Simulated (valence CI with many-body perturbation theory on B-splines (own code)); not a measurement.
**Bi⁵⁰⁺: electric-dipole lines**

Method: valence CI with perturbative core correlation (CI+MBPT): five valence electrons over a frozen Dirac-Fock core [Ar] 3d10, a basis of 9 s, 9 p, 8 d, 6 f, 3 g, 1 h functions for each j, with the one-electron correlation potential Σ1, the two-electron term Σ2, the three-electron term Σ3, Breit, model QED; selected CI, second order for the rest (own B-spline code, finite nucleus).

The last digits are not significant, and no measured levels were compared; by estimate large intervals hold to a few tenths of a per cent, small ones and those within an open d or f shell to about a per cent. Among the levels kept, up to 330 cm⁻¹ of a level comes from second order outside the variational space, and about a tenth of that is noise between levels of different J, which matters for small intervals.

Lines 101 to 150 of 204 in falling wavelength, among levels below 41.775 Ry, chosen from the strongest by gf and those to the six lowest levels. Wavelengths and rates use the calculated energies. Electric multipoles are in the length gauge, E1 and E2 with the static RPA response of the core. Weak lines are less certain than strong ones. Lines between different terms over intervals too small for the method are left out, as are lines whose strength nearly cancels. The highest levels of a list are the least certain.

Levels are named by their leading jj configuration (3d3/2^4 stands for four electrons in 3d with j = 3/2), which in mixed levels can hold well under half, so a name can repeat and another be missing. Letters in brackets count levels of one name in rising energy.

```csv
λ vac (nm),Upper,Lower,A (s⁻¹),S (a.u.) with core polarisation,S without
5.939,(4s 4p1/2^2 4p3/2 4d3/2) J=5/2 [b],(4s 4p1/2^2 4p3/2^2) J=5/2,5.62e+09,3.49e-03,3.66e-03
5.921,(4s^2 4p1/2 4p3/2 4d3/2) J=5/2 [b],(4s^2 4p1/2 4p3/2^2) J=3/2,2.20e+08,1.35e-04,1.43e-04
5.870,(4s^2 4p1/2 4d3/2^2) J=1/2,(4s^2 4p1/2 4p3/2 4d3/2) J=3/2 [a],1.87e+10,3.73e-03,3.90e-03
5.866,(4s^2 4p1/2 4p3/2 4d3/2) J=3/2 [b],(4s^2 4p1/2 4p3/2^2) J=3/2,5.60e+08,2.23e-04,2.31e-04
5.835,(4s^2 4p1/2 4p3/2 4d3/2) J=1/2 [b],(4s^2 4p1/2 4p3/2^2) J=3/2,2.11e+10,4.15e-03,4.35e-03
5.774,(4s^2 4p1/2 4p3/2 4d5/2) J=3/2 [a],(4s^2 4p1/2 4p3/2^2) J=1/2,2.32e+09,8.82e-04,9.23e-04
5.735,(4s^2 4p1/2 4p3/2 4d5/2) J=7/2 [a],(4s^2 4p1/2 4p3/2^2) J=5/2,1.23e+09,9.15e-04,9.58e-04
5.706,(4s 4p1/2^2 4p3/2 4d5/2) J=3/2 [a],(4s 4p1/2^2 4p3/2^2) J=3/2,1.12e+11,4.09e-02,4.29e-02
5.654,(4s 4p1/2^2 4p3/2 4d5/2) J=3/2 [a],(4s 4p1/2^2 4p3/2^2) J=1/2,3.24e+10,1.16e-02,1.21e-02
5.644,(4s^2 4p1/2^2 4f7/2) J=7/2,(4s^2 4p1/2^2 4d5/2) J=5/2,2.12e+11,1.50e-01,1.57e-01
5.563,(4s^2 4p1/2 4p3/2 4d5/2) J=3/2 [a],(4s^2 4p1/2 4p3/2^2) J=5/2,2.53e+10,8.59e-03,9.01e-03
5.500,(4s^2 4p1/2 4p3/2 4d5/2) J=5/2 [a],(4s^2 4p1/2 4p3/2^2) J=5/2,1.63e+11,8.03e-02,8.41e-02
5.408,(4s^2 4p1/2 4p3/2 4d5/2) J=3/2 [a],(4s^2 4p1/2 4p3/2^2) J=3/2,2.16e+11,6.76e-02,7.08e-02
5.390,(4s 4p1/2^2 4p3/2 4d5/2) J=5/2 [a],(4s 4p1/2^2 4p3/2^2) J=5/2,2.61e+11,1.21e-01,1.27e-01
5.381,(4s 4p1/2^2 4p3/2 4d5/2) J=1/2,(4s 4p1/2^2 4p3/2^2) J=3/2,4.49e+10,6.90e-03,7.24e-03
5.354,(4s^2 4p1/2^2 4d5/2) J=5/2,(4s^2 4p1/2^2 4p3/2) J=3/2,3.63e+11,1.65e-01,1.73e-01
5.348,(4s^2 4p1/2 4p3/2 4d5/2) J=5/2 [a],(4s^2 4p1/2 4p3/2^2) J=3/2,6.06e+10,2.75e-02,2.88e-02
5.335,(4s 4p1/2^2 4p3/2 4d5/2) J=1/2,(4s 4p1/2^2 4p3/2^2) J=1/2,4.79e+11,7.19e-02,7.54e-02
5.309,(4s 4p1/2^2 4p3/2 4d5/2) J=3/2 [b],(4s 4p1/2^2 4p3/2^2) J=3/2,5.95e+10,1.76e-02,1.84e-02
5.289,(4s^2 4p1/2 4p3/2 4d5/2) J=3/2 [b],(4s^2 4p1/2 4p3/2^2) J=1/2,4.25e+11,1.24e-01,1.30e-01
5.282,(4s^2 4p1/2 4d3/2^2) J=5/2,(4s 4p1/2^2 4p3/2^2) J=3/2,4.93e+10,2.15e-02,2.26e-02
5.264,(4s 4p1/2^2 4p3/2 4d5/2) J=3/2 [b],(4s 4p1/2^2 4p3/2^2) J=1/2,3.63e+11,1.04e-01,1.10e-01
5.250,(4s^2 4p1/2 4p3/2 4d5/2) J=1/2,(4s^2 4p1/2 4p3/2^2) J=1/2,5.87e+11,8.39e-02,8.81e-02
5.243,(4s 4p1/2^2 4p3/2 4d5/2) J=5/2 [b],(4s 4p1/2^2 4p3/2^2) J=3/2,6.98e+11,2.98e-01,3.13e-01
5.235,(4s 4p1/2^2 4p3/2 4d5/2) J=3/2 [a],(4s 4p1/2^2 4p3/2^2) J=5/2,6.96e+10,1.97e-02,2.07e-02
5.234,(4s 4p1/2^2 4p3/2 4d5/2) J=7/2 [a],(4s 4p1/2^2 4p3/2^2) J=5/2,4.30e+11,2.43e-01,2.55e-01
5.191,(4s^2 4p1/2 4p3/2 4d5/2) J=5/2 [b],(4s^2 4p1/2 4p3/2^2) J=5/2,1.52e+11,6.30e-02,6.62e-02
5.176,(4s^2 4p1/2 4p3/2 4d5/2) J=7/2 [b],(4s^2 4p1/2 4p3/2^2) J=5/2,8.09e+11,4.43e-01,4.65e-01
5.112,(4s^2 4p1/2 4p3/2 4d5/2) J=3/2 [b],(4s^2 4p1/2 4p3/2^2) J=5/2,9.96e+10,2.63e-02,2.76e-02
5.082,(4s 4p1/2^2 4p3/2 4d3/2) J=5/2 [a],(4s^2 4p1/2^2 4d5/2) J=5/2,5.58e+07,2.17e-05,2.33e-05
5.067,(4s 4p1/2^2 4p3/2 4d3/2) J=3/2 [a],(4s^2 4p1/2^2 4d5/2) J=5/2,3.94e+08,1.01e-04,1.06e-04
5.059,(4s 4p1/2^2 4p3/2 4d5/2) J=7/2 [b],(4s 4p1/2^2 4p3/2^2) J=5/2,3.81e+11,1.95e-01,2.04e-01
5.056,(4s^2 4p1/2 4p3/2 4d5/2) J=5/2 [b],(4s^2 4p1/2 4p3/2^2) J=3/2,1.01e+12,3.88e-01,4.08e-01
4.981,(4s^2 4p1/2 4p3/2 4d5/2) J=3/2 [b],(4s^2 4p1/2 4p3/2^2) J=3/2,1.28e+09,3.11e-04,3.27e-04
4.951,(4s 4p1/2^2 4p3/2 4d3/2) J=7/2,(4s^2 4p1/2^2 4d5/2) J=5/2,4.36e+10,2.09e-02,2.19e-02
4.946,(4s^2 4p1/2 4p3/2 4d5/2) J=1/2,(4s^2 4p1/2 4p3/2^2) J=3/2,1.17e+11,1.39e-02,1.46e-02
4.933,(4s^2 4p1/2^2 4f5/2) J=5/2,(4s^2 4p1/2^2 4d3/2) J=3/2,2.55e+11,9.05e-02,9.46e-02
4.899,(4s 4p1/2^2 4p3/2 4d5/2) J=3/2 [b],(4s 4p1/2^2 4p3/2^2) J=5/2,4.56e+10,1.06e-02,1.11e-02
4.843,(4s 4p1/2^2 4p3/2 4d5/2) J=5/2 [b],(4s 4p1/2^2 4p3/2^2) J=5/2,5.53e+10,1.86e-02,1.96e-02
4.761,(4s 4p1/2^2 4p3/2 4d3/2) J=3/2 [b],(4s^2 4p1/2^2 4d5/2) J=5/2,6.72e+09,1.43e-03,1.51e-03
4.601,(4s 4p1/2^2 4p3/2 4d3/2) J=5/2 [b],(4s^2 4p1/2^2 4d5/2) J=5/2,3.23e+09,9.31e-04,9.88e-04
4.353,(4s 4p1/2 4p3/2^3) J=3/2 [a],(4s^2 4p1/2 4p3/2^2) J=1/2,2.55e+10,4.15e-03,4.37e-03
4.291,(4s 4p1/2^2 4p3/2 4d3/2) J=5/2 [a],(4s^2 4p1/2^2 4d3/2) J=3/2,6.89e+09,1.61e-03,1.69e-03
4.280,(4s 4p1/2^2 4p3/2 4d3/2) J=3/2 [a],(4s^2 4p1/2^2 4d3/2) J=3/2,2.95e+10,4.57e-03,4.81e-03
4.277,(4s 4p1/2^2 4p3/2 4d3/2) J=1/2 [a],(4s^2 4p1/2^2 4d3/2) J=3/2,1.34e+09,1.03e-04,1.09e-04
4.265,(4s 4p1/2^2 4p3/2 4d5/2) J=5/2 [a],(4s^2 4p1/2^2 4d5/2) J=5/2,2.05e+11,4.70e-02,4.94e-02
4.242,(4s 4p1/2^2 4p3/2^2) J=5/2,(4s^2 4p1/2^2 4p3/2) J=3/2,3.16e+11,7.14e-02,7.52e-02
4.232,(4s 4p1/2 4p3/2^3) J=3/2 [a],(4s^2 4p1/2 4p3/2^2) J=5/2,4.60e+10,6.88e-03,7.26e-03
4.167,(4s 4p1/2^2 4p3/2 4d5/2) J=3/2 [a],(4s^2 4p1/2^2 4d5/2) J=5/2,1.20e+11,1.71e-02,1.80e-02
4.166,(4s 4p1/2^2 4p3/2 4d5/2) J=7/2 [a],(4s^2 4p1/2^2 4d5/2) J=5/2,6.34e+10,1.81e-02,1.91e-02
```
